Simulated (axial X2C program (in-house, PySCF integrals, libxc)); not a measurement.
## Bond lengths and stretching modes, held linear, of CoSH

Computed with an in-house all-electron X2C program for linear molecules (integrals from PySCF): two-component X2C with atomic mean-field Coulomb and Gaunt terms, Gaussian nuclei, basis Co dyall-v3z, S dyall-av3z, H dyall-v3z with contracted cores. Spin-free rows use the one-electron spin-free X2C Hamiltonian.

Masses Co 58.933, S 31.972, H 1.008 u. States: 2c Ω = 4 (beyond evenly filled blocks: ω = 3/2, ω = 5/2); spin-free M_S = 2, Λ = 2 (beyond evenly filled blocks: σα, π+α, π-α, δ+α, δ+β, δ-α).

MP2, spin-free: energies above the lowest point

| r(Co–S) (Å) | r(S–H) (Å) | E (meV) |
| --- | --- | --- |
| 2.1079 | 1.3153 | 6.44 |
| 2.1079 | 1.3490 | 5.24 |
| 2.1079 | 1.3827 | 32.98 |
| 2.1620 | 1.3153 | 0.77 |
| 2.1620 | 1.3490 | 0.00 |
| 2.1620 | 1.3827 | 28.22 |
| 2.1620 | 1.4164 | 80.55 |
| 2.2160 | 1.3153 | 26.91 |
| 2.2160 | 1.3490 | 26.44 |
| 2.2160 | 1.3827 | 54.97 |
| 2.2701 | 1.3490 | 78.18 |
| 2.2701 | 1.4164 | 159.83 |

**Question.** Fit a quadratic surface with cubic terms in each bond: where is the minimum, and what are the two stretching wavenumbers?

**Answer.** At MP2, spin-free: bonds 2.143 and 1.333 Å; harmonic stretches 386.5 and 2765.7 cm⁻¹; force constants 1.86, 4.4 and coupling 0.03 mdyn/Å.

The other levels and Hamiltonians give:

```tsv
Hamiltonian	level	r(Co–S) (Å)	r(S–H) (Å)	lower stretch (cm⁻¹)	upper stretch (cm⁻¹)
2c	HF	2.239	1.321	355.2	2877.2
2c	LDA	1.977	1.365	396.3	2437.7
2c	MP2	2.144	1.333	386.1	2764.3
spin-free	PBE0	2.105	1.349	388.0	2635.0
spin-free	HF	2.239	1.321	355.6	2877.9
spin-free	LDA	2.017	1.387	395.9	2312.8
```

Each state is one determinant, the lowest of a limited PBE0 search; the stretches come from a fit to these few points and carry an uncertainty of a few per cent. Other orders of the atoms were not compared. Left out for rough or failed fits: PBE0 2c. The levels spread by more than a fifth, so the stretches depend strongly on the method. MP2 freezes inner shells (threshold -2 hartree). The molecule was held linear; bending was not examined, so a bent shape may lie lower. Hydrosulfides and their kin are strongly bent in nature, so this linear model does not describe the real molecule. Open-shell Ω = 0 determinants with evenly filled partner blocks cannot be reached by this program, so the Ω shown need not be the lowest component. Note: functional without a current term on a determinant with orbital currents, of the molecule or an atom. Note: several unpaired electrons, one determinant need not be a pure state.
